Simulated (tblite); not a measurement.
Species: C6H5FO3.
Atom-mapped SMILES: `[CH3:1][O:2][c:3]1[cH:4][cH:5][c:6]([C:7](=[O:8])[F:9])[o:10]1` (hydrogens: H11, H12, H13 on C1; H14 on C4; H15 on C5)

Geometry (GFN2-xTB, Å), atoms numbered from 1 in this order:
```
atom  x, y, z in Å
C1    -2.551   -0.677    0.205
O2    -1.964    0.586   -0.077
C3    -0.642    0.626   -0.119
C4     0.171    1.714   -0.369
C5     1.480    1.227   -0.298
C6     1.392   -0.121   -0.010
C7     2.426   -1.097    0.171
O8     3.605   -0.959    0.114
F9     1.904   -2.335    0.446
O10    0.073   -0.476    0.097
H11   -2.232   -1.043    1.184
H12   -2.278   -1.411   -0.557
H13   -3.625   -0.511    0.198
H14   -0.155    2.711   -0.572
H15    2.391    1.773   -0.436
```

Computed with GFN2-xTB (tblite): harmonic, unscaled wavenumbers at the GFN2-xTB geometry, gas phase. Against measured fundamentals such values can be off by several per cent, at times by over 20. One conformer, not necessarily the lowest.

Harmonic wavenumbers (cm⁻¹): 72.6, 108.2, 119.5, 129.9, 161.6, 219.2, 320.9, 391.9, 455.8, 513.1, 564.2, 646.9, 650.7, 675.6, 703.2, 800.4, 852.9, 895.6, 967.7, 999.7, 1033.1, 1056.2, 1117.1, 1143.8, 1164.7, 1281.1, 1302.4, 1391.2, 1405.8, 1447.8, 1458.5, 1487.1, 1560.8, 1815.0, 2971.0, 2981.9, 3047.8, 3193.0, 3211.5.

A = 2823, B = 895.8, C = 682.9 MHz; mass 144.022 u (most abundant isotopes); point group Cs, symmetry number 1.

Zero-point energy?

Half the sum of the wavenumbers: 22160 cm⁻¹ = 265.09 kJ/mol.

Give the ideal-gas entropy at 350 K and 1 bar in the rigid-rotor, harmonic-oscillator model (classical rotation).

Translation 174.17, rotation 125.89, vibration 122.70: S = 422.8 J/(mol K).

And Cp and H(350 K) − H(0)?

Cp = 162.91 J/(mol K), of which vibrations give 129.65 (their classical limit is 39 R = 324.3); H(350 K) − H(0) = 34.62 kJ/mol without the zero-point energy, 22.98 from vibrations.

How do the functions run with temperature in this model?

```tsv
T (K)	S (J/(mol K))	Cp (J/(mol K))	H − H(0) (kJ/mol)	G − H(0) (kJ/mol)	ln q(vib)
150	319.6	90.8	9.25	-38.69	2.32
250	374.3	126.8	20.11	-73.46	4.60
298.15	398.1	144.6	26.65	-92.06	5.69
400	445.6	179.4	43.18	-135.06	7.99
600	528.8	230.8	84.58	-232.72	12.40
900	631.9	276.1	161.31	-407.41	18.58
```

q(vib) and H(0) count from the zero-point level.

What must be added to the electronic energy to get the Gibbs energy at 350 K and 1 bar?

ZPE + [H(350 K) − H(0)] − T·S = 265.09 + 34.62 − 147.97 = 151.74 kJ/mol.

Hindered rotation and anharmonicity are outside this model. Other conformers, if any are populated, would add a mixing term that is left out.
